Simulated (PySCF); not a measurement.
Species: C6H8P2.
Atom-mapped SMILES: `[CH3:1][c:2]1[cH:3][c:4]([CH3:5])[p:6][cH:7][p:8]1`

Structure used (GFN2-xTB), in Å, numbered top down from 1:
```xyz
16
C6H8P2 angstrom
C     -2.3269   -1.1034    0.2009
C     -1.2504   -0.0618    0.0649
C      0.0641   -0.4940    0.0288
C      1.2244    0.2524   -0.0841
C      2.5346   -0.4862   -0.0916
P      1.3278    1.9908   -0.2174
C     -0.3258    2.4825   -0.1712
P     -1.7983    1.5939   -0.0290
H     -3.3127   -0.6416    0.2013
H     -2.2773   -1.8156   -0.6230
H     -2.2038   -1.6600    1.1305
H      0.2051   -1.5706    0.0990
H      3.3672    0.2065   -0.2005
H      2.5670   -1.2005   -0.9145
H      2.6641   -1.0418    0.8376
H     -0.4667    3.5584   -0.2431
```

Probes without a nucleus sit at each ring's centroid and 1 Å off its mean plane on both sides; NICS is minus the shielding there, NICSzz its component along the normal. Level: GIAO PBE0/pcSseg-1 (PySCF, non-relativistic, gas phase) on the GFN2-xTB geometry, one conformer.

Ring bond lengths (Å), with Mayer bond orders in brackets: C2–C3 1.384 (1.40), C3–C4 1.384 (1.40), C4–P6 1.747 (1.28), P6–C7 1.726 (1.32), C7–P8 1.726 (1.32), P8–C2 1.747 (1.28).

Question: What do the NICS probes read (ppm)?

Answer: 
| ring | type | NICS(0) | NICS(1), two faces | NICS(1)zz, two faces | rms pucker (Å) | centre to ring atoms, mean (Å) |
| --- | --- | --- | --- | --- | --- | --- |
| C2–C3–C4–P6–C7–P8 | 6-membered ring with 2 P; formal bonds all aromatic | -6.7 | -9.9 / -9.9 | -24.3 / -24.3 | 0.00 | 1.61 |

Question: What do they say, and how far can they be read as aromaticity?

Answer: 
- C2–C3–C4–P6–C7–P8: mean NICS(1)zz -24.3 ppm, shielded.

Question: And the bond-length index? HOMA = 1 − mean of α(R − Ropt)² over the ring bonds, with Krygowski's 1993 parameters (CC: Ropt 1.388 Å, α 257.7 Å⁻²; CP: Ropt 1.698 Å, α 118.91 Å⁻²).

Answer: 
- C2–C3–C4–P6–C7–P8: HOMA 0.87; the largest term is that of P8–C2, α(R − Ropt)² = 0.28.

Question: What field does 11.7 T along the ring normal induce along that normal at the first NICS(1) probe listed for ring C2–C3–C4–P6–C7–P8, 1 Å off the ring?

Answer: NICSzz × B0 = -24.3 ppm × 11.7 T = -284 μT, against the applied field.

Question: Give the inner angles of the rings and the Hirshfeld charges of the ring atoms.

Answer: 
- C2–C3–C4–P6–C7–P8: C2 126.3° (-0.039 e), C3 129.0° (-0.047 e), C4 126.3° (-0.039 e), P6 103.0° (+0.088 e), C7 132.3° (-0.173 e), P8 103.0° (+0.088 e); sum 720.0° against 720° for a flat convex ring.

Question: How shielded are the nuclei of the rings and their hydrogens (means over atoms taken as equivalent)?

Answer: 
| atoms | environment | σ isotropic (ppm) | principal values of the symmetric part, first atom (ppm) |
| --- | --- | --- | --- |
| C2 (×2) | substituted aromatic carbon | 8.8 | -149.5, -4.8, 180.6 |
| C3 | aromatic CH carbon | 44.6 | -59.5, 40.7, 152.6 |
| P6 (×2) | phosphorus bonded to 2 C | 73.4 | -220.8, -68.2, 509.3 |
| C7 | aromatic CH carbon | -10.5 | -231.3, 16.4, 183.4 |
| H12 | aromatic hydrogen | 23.25 | 17.7, 21.7, 30.4 |
| H16 | aromatic hydrogen | 20.96 | 15.2, 20.8, 26.9 |
